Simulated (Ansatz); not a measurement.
C$_{3}$H$_{4}$F$_{2}$GeO (`C#[C][Ge]([F])([F])[O]C`). The species carries charge 0 and has multiplicity 1.

Cartesian coordinates in Å:
```
C -1.273 -3.069 0.022
C -0.921 -1.942 -0.203
Ge -0.380 -0.194 -0.561
F 0.502 -0.109 -2.032
F -1.732 0.828 -0.836
O 0.580 0.445 0.734
C 1.095 1.769 0.664
H -1.586 -4.069 0.221
H 1.767 1.892 -0.190
H 1.657 1.941 1.582
H 0.291 2.507 0.599
```

List the harmonic frequencies (cm⁻¹, unscaled) at PBE0-D4/def2-TZVP in Ansatz. (An estimate is asked.)

Computed: 57, 90, 91, 116, 162, 238, 245, 319, 323, 328, 554, 687, 734, 737, 754, 754, 1109, 1178, 1203, 1477, 1496, 1498, 2190, 3036, 3107, 3138, 3464.

Is this a minimum?

Yes, all 27 modes are real.

Give the ideal-gas thermochemistry at 298.15 K and 1 bar (rigid rotor, harmonic oscillator; point group Cs, symmetry number 1).

Zero-point energy 174.0 kJ/mol; H(298) − E = 201.2 kJ/mol; entropy 404.9 J/(mol·K), of which translation 172.7, rotation 119.0, vibration 113.2; G(298) − E = 80.5 kJ/mol. Modes under 100 cm⁻¹ are hindered rotations or soft bends, so the harmonic entropy is rough.
